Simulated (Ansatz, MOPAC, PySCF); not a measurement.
Noncovalent pair: CH4O (SMILES CO) (first 6 atoms) with CH6Si (SMILES C[SiH3]); geometry from B3LYP-D3(BJ)/def2-TZVP, rigid monomers moved along the line of their centres of mass till O2···Si8 is 5.89 Å.
(charge 0, multiplicity 1):
```xyz
14

C      0.3369    -0.2705    -0.2764
O      0.5299     0.7842     0.6579
H     -0.2144    -1.1086     0.1618
H      1.3268    -0.6210    -0.5648
H     -0.1859     0.0709    -1.1759
H     -0.3309     1.1081     0.9428
C      1.1149     0.0837     6.6232
Si    -0.6048    -0.5683     6.2809
H      1.5831     0.3900     5.6874
H      1.7347    -0.6840     7.0903
H      1.0803     0.9438     7.2945
H     -1.4581     0.4741     5.6504
H     -1.2788    -0.9814     7.5379
H     -0.5735    -1.7416     5.3751
```

| level | interaction energy (kcal/mol) | cost |
|---|---|---|
| PM6 | -0.05 | - |
| PM7 | -0.07 | - |
| HF/6-31G* (no counterpoise) | -0.20 | - |
| r2SCAN/def2-TZVPPD | -0.19 | ×1 |
| B3LYP/6-31G* (no counterpoise) | -0.18 | - |
| B3LYP/6-311+G** (no counterpoise) | -0.19 | - |
| B3LYP-D4/def2-TZVPPD | -0.20 | ×1 |
| PBE0-D3(BJ)/def2-TZVPPD | -0.29 | ×1 |
| PBE0-D4/def2-TZVPPD | -0.25 | ×1 |
| M06-2X/6-31G* (no counterpoise) | -0.19 | - |
| wB97M-V/def2-TZVPPD | -0.28 | ×3 |
| MP2/6-31G* | -0.22 | - |
| MP2/aug-cc-pV(D+d)Z | -0.27 | - |
| CCSD(T)/aug-cc-pV(D+d)Z | -0.27 | ×60 |

The rows run from -0.29 (PBE0-D3(BJ)/def2-TZVPPD) to -0.05 kcal/mol (PM6).

Interaction energies are E(AB) − E(A) − E(B) at the monomers' geometry in the complex; basis-set methods are counterpoise corrected. Rows marked so take none.

Cores are frozen in the correlated methods. Rows in 6-311+G**, 6-31G* carry no dispersion term and start afresh at each structure (6-31G* with six Cartesian d functions). MP2/6-31G* freezes PySCF's default core. The state reached by PM6, PM7 isn't checked; PM7 holds dispersion and hydrogen-bond terms.

Programs: Ansatz (Gaussian orbitals); MOPAC for PM6, PM7 (differences of heats of formation); PySCF for 6-311+G** rows, 6-31G* rows, the dispersion terms. Values without a source in brackets are computed.

Costs are rough ratios of core time to PBE/def2-TZVPPD (about 11 s over the structures, on one shared machine); a dash marks a level with no comparable run of its own.

Ansatz is an electronic-structure program.
